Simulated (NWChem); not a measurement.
Everything below was run with NWChem. System: C3H2F4, charge 1, spin multiplicity 2, at the geometry of a parent with another charge or spin, in a state set for the comparison that need not be this species' ground state. Its SCF solution wasn't tested for a lower state. Level: UHF/def2-SVP.

Job file:

```
start mol
memory heap 200 mb stack 900 mb global 1100 mb
charge 1
geometry units angstroms nocenter noautoz noautosym
  F      2.865641    -0.031828     0.067862
  C      1.595050     0.313559    -0.139521
  C      0.571028    -0.456087     0.255904
  C     -0.851289    -0.061870     0.018165
  F     -1.495464    -0.981210    -0.742630
  F     -1.536747     0.029524     1.184539
  F     -0.957148     1.134540    -0.611969
  H      1.483917     1.279520    -0.659575
  H      0.740808    -1.412352     0.772077
end
basis spherical
  * library def2-svp
end
scf
  uhf
  nopen 1
  maxiter 100
  thresh 1e-7
  semidirect memsize 60000000 filesize 0
  # guess.movecs holds the orbitals of an unrestricted PBE0 run
  vectors input guess.movecs output mol.movecs
end
task scf energy
```

Part of the output:

```
             Northwest Computational Chemistry Package (NWChem) 7.3.0
             --------------------------------------------------------

                                NWChem Input Module
                                -------------------

 Scaling coordinates for geometry "geometry" by  1.889725989
 (inverse scale =  0.529177249)

                             Geometry "geometry" -> ""
                             -------------------------

 Output coordinates in angstroms (scale by  1.889725989 to convert to a.u.)

  No.       Tag          Charge          X              Y              Z
 ---- ---------------- ---------- -------------- -------------- --------------
    1 F                    9.0000     2.86564100    -0.03182800     0.06786200
    2 C                    6.0000     1.59505000     0.31355900    -0.13952100
    3 C                    6.0000     0.57102800    -0.45608700     0.25590400
    4 C                    6.0000    -0.85128900    -0.06187000     0.01816500
    5 F                    9.0000    -1.49546400    -0.98121000    -0.74263000
    6 F                    9.0000    -1.53674700     0.02952400     1.18453900
    7 F                    9.0000    -0.95714800     1.13454000    -0.61196900
    8 H                    1.0000     1.48391700     1.27952000    -0.65957500
    9 H                    1.0000     0.74080800    -1.41235200     0.77207700

 Effective nuclear repulsion energy (a.u.)     316.1307990833

            Nuclear Dipole moment (a.u.)
            ----------------------------
        X                 Y               Z
 ---------------- ---------------- ----------------
    -0.0000056692     0.0000264562     0.0000151178


 Summary of "ao basis" -> "" (spherical)
 ------------------------------------------------------------------------------
       Tag                 Description            Shells   Functions and Types
 ---------------- ------------------------------  ------  ---------------------
 *                          def2-svp                  on all atoms

 Summary of "ao basis" -> "ao basis" (spherical)
 ------------------------------------------------------------------------------
[...]
           0.643742164951           9.326258383895        1273.977638607095

  Mulliken analysis of the total density
  --------------------------------------

    Atom       Charge   Shell Charges
 -----------   ------   -------------------------------------------------------
    1 F    9     9.17   1.99  1.15  0.79  3.30  1.94  0.01
    2 C    6     5.43   1.99  0.96  0.19  1.80  0.41  0.09
    3 C    6     6.05   1.99  0.97  0.28  1.99  0.78  0.04
    4 C    6     5.02   1.99  0.90 -0.07  1.75  0.25  0.19
    5 F    9     9.25   1.99  1.14  0.80  3.32  1.99  0.01
    6 F    9     9.25   1.99  1.14  0.80  3.32  1.99  0.01
    7 F    9     9.27   1.99  1.14  0.81  3.32  2.01  0.01
    8 H    1     0.78   0.70  0.05  0.03
    9 H    1     0.76   0.69  0.04  0.03

  Mulliken analysis of the alpha density
  --------------------------------------

    Atom       Charge   Shell Charges
 -----------   ------   -------------------------------------------------------
    1 F    9     4.61   1.00  0.58  0.39  1.68  0.96  0.01
    2 C    6     2.86   1.00  0.48  0.09  1.00  0.24  0.05
    3 C    6     3.41   0.99  0.49  0.20  1.19  0.52  0.02
    4 C    6     2.47   0.99  0.45 -0.05  0.86  0.11  0.10
    5 F    9     4.63   1.00  0.57  0.40  1.66  1.00  0.00
    6 F    9     4.63   1.00  0.57  0.40  1.66  1.00  0.00
    7 F    9     4.64   1.00  0.57  0.40  1.66  1.00  0.00
    8 H    1     0.38   0.34  0.02  0.01
    9 H    1     0.36   0.33  0.01  0.01

   Mulliken analysis of the beta density
   -------------------------------------

    Atom       Charge   Shell Charges
 -----------   ------   -------------------------------------------------------
    1 F    9     4.56   1.00  0.57  0.40  1.62  0.97  0.01
    2 C    6     2.57   1.00  0.48  0.09  0.80  0.16  0.04
    3 C    6     2.63   1.00  0.48  0.08  0.79  0.27  0.02
    4 C    6     2.56   0.99  0.46 -0.02  0.89  0.14  0.10
    5 F    9     4.62   1.00  0.57  0.40  1.65  1.00  0.00
    6 F    9     4.62   1.00  0.57  0.40  1.65  1.00  0.00
    7 F    9     4.64   1.00  0.57  0.40  1.66  1.00  0.00
    8 H    1     0.40   0.36  0.03  0.01
    9 H    1     0.40   0.36  0.03  0.01

   Mulliken analysis of the spin density
   -------------------------------------

    Atom       Charge   Shell Charges
 -----------   ------   -------------------------------------------------------
    1 F    9     0.05   0.00  0.01 -0.00  0.06 -0.01 -0.00
    2 C    6     0.30  -0.00  0.00 -0.00  0.20  0.08  0.01
    3 C    6     0.78  -0.00  0.02  0.11  0.40  0.25  0.00
    4 C    6    -0.09  -0.00 -0.01 -0.02 -0.03 -0.03  0.00
    5 F    9     0.01  -0.00  0.00 -0.00  0.01 -0.00 -0.00
    6 F    9     0.01  -0.00  0.00 -0.00  0.01 -0.00 -0.00
    7 F    9     0.00  -0.00  0.00  0.00  0.00  0.00 -0.00
    8 H    1    -0.02  -0.02 -0.01  0.00
    9 H    1    -0.05  -0.03 -0.02  0.00

       Multipole analysis of the density wrt the origin
       ------------------------------------------------

     L   x y z        total         alpha         beta         nuclear
     -   - - -        -----         -----         ----         -------
     0   0 0 0      1.000000    -28.000000    -27.000000     56.000000

     1   1 0 0      2.250130      0.174077      2.076060     -0.000006
     1   0 1 0     -0.072623      0.130592     -0.203241      0.000026
     1   0 0 1      0.080737     -0.066749      0.147471      0.000015

     2   2 0 0    -22.554735   -278.143876   -272.409930    527.999070
     2   1 1 0      1.274889     -7.850013     -8.053436     17.178338
     2   1 0 1     -0.618034      0.179772      0.359180     -1.156986
     2   0 2 0    -23.252988    -58.192304    -57.049277     91.988593
     2   0 1 1     -1.513755      3.100920      3.596047     -8.210722
     2   0 0 2    -25.311667    -53.819733    -52.007040     80.515105

 Task  times  cpu:        8.5s     wall:        8.5s

 Total times  cpu:        8.6s     wall:        8.6s
```
